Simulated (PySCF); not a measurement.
InClI2, SMILES [Cl][In]([I])[I].

Coordinates come from a B3LYP-D3(BJ)/def2-SVP optimisation. The structure was generated by enumeration; whether it is a known compound was not checked. The def2 effective core potentials stand for the cores of I, In; spin–orbit coupling is left out.

The numbers are results of PySCF with PBE0/def2-TZVP, not measurements.

Symmetry labels are those of the subgroup C2v that the program uses (full group C2v).

Computed valence orbital energies around the gap with their symmetry:
```
orbital  symmetry  energy (eV)
-------  --------  -----------
HOMO−7         A1       -10.02
HOMO−6         B2        -9.77
HOMO−5         B1        -9.43
HOMO−4         B2        -8.90
HOMO−3         B1        -8.42
HOMO−2         A1        -8.22
HOMO−1         A2        -8.17
HOMO           B2        -8.05
LUMO           A1        -3.29
LUMO+1         B1        -2.10
LUMO+2         A1         0.22
LUMO+3         B2         0.38
```
